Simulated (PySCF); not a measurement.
**Ti: interval between two levels**

Ti [Ar] 3d2 4s2 [3F4, M_J = 4] → Ti [Ar] 3d3 4s1 [5F5, M_J = 5], as a difference of total energies. Computed with PySCF 2.14 in x2c-TZVPall-2c with one added diffuse shell each of s, p, d type (7s8p5d1f, 63 functions), with the two-component X2C-1e Hamiltonian. Correlated levels: [Ne] frozen; the 6 highest virtual spinors dropped. "Screened" scales the spin-orbit matrix elements by Boettger's factors to mimic the two-electron term; Breit and QED terms are absent.

```json
{"method": "GHF (spin-free)", "interval between two levels (cm⁻¹)": "5573.2", "error (cm⁻¹)": "-883"}
{"method": "GMP2 (spin-free)", "interval between two levels (cm⁻¹)": "6048.4", "error (cm⁻¹)": "-408"}
{"method": "GHF (screened spin-orbit)", "interval between two levels (cm⁻¹)": "5528.4", "error (cm⁻¹)": "-928"}
{"method": "GMP2 (screened spin-orbit)", "interval between two levels (cm⁻¹)": "6008.4", "error (cm⁻¹)": "-448"}
```

Reference: 6456.1 cm⁻¹ (measured; NIST Handbook of Basic Atomic Spectroscopic Data (Sansonetti and Martin, J. Phys. Chem. Ref. Data 34, 1559 (2005))).

Errors of the correlated levels include the incompleteness of this basis and the frozen core.

The labels give the starting determinants; with spin-orbit coupling the two ends relaxed to ⟨J²⟩ = 20.02, ⟨L²⟩ = 12.01, ⟨S²⟩ = 2.01 and ⟨J²⟩ = 30.01, ⟨L²⟩ = 12.01, ⟨S²⟩ = 6.00.
